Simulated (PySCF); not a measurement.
**15N chemical shifts**

PySCF 2.14 calculation with coordinates at the GFN2-xTB level and GIAO PBE0/pcSseg-1 shieldings; isolated molecule, relativity neglected, one computed conformer, fast rotation and ring inversion assumed for equivalent nuclei.

Shieldings were converted by a linear fit to measured shifts: 15N: δ = -148.07 − 0.921σ (rms 6.3 ppm, 71 shifts vs CH3NO2, solution or neat liquid). Occasional misses reach two or three times the rms, and more in compound classes unlike the fitted ones.

**Question.** Give the 15N shifts of `[SiH3]c1ccc(Cl)nn1`, `N#Cc1occp1`.

**Answer.** 
```csv
compound,environment,δ (ppm)
[SiH3:1][c:2]1[cH:3][cH:4][c:5]([Cl:6])[n:7][n:8]1,N8: pyridine-type ring nitrogen,63.7
[SiH3:1][c:2]1[cH:3][cH:4][c:5]([Cl:6])[n:7][n:8]1,N7: pyridine-type ring nitrogen,25.5
N#Cc1occp1,nitrile nitrogen,-81.2
```

**Question.** Order these by 15N shift, lowest first.
A. N#C[SiH](C#N)CCCl
B. C=C1C[C@](C#N)(CO)[SiH2]1
C. N#C/C=C/[SiH2]OC1CC1

**Answer.** B (-119.8 ppm, nitrile nitrogen), C (-98.0 ppm, nitrile nitrogen), A (-53.6 ppm, nitrile nitrogen).
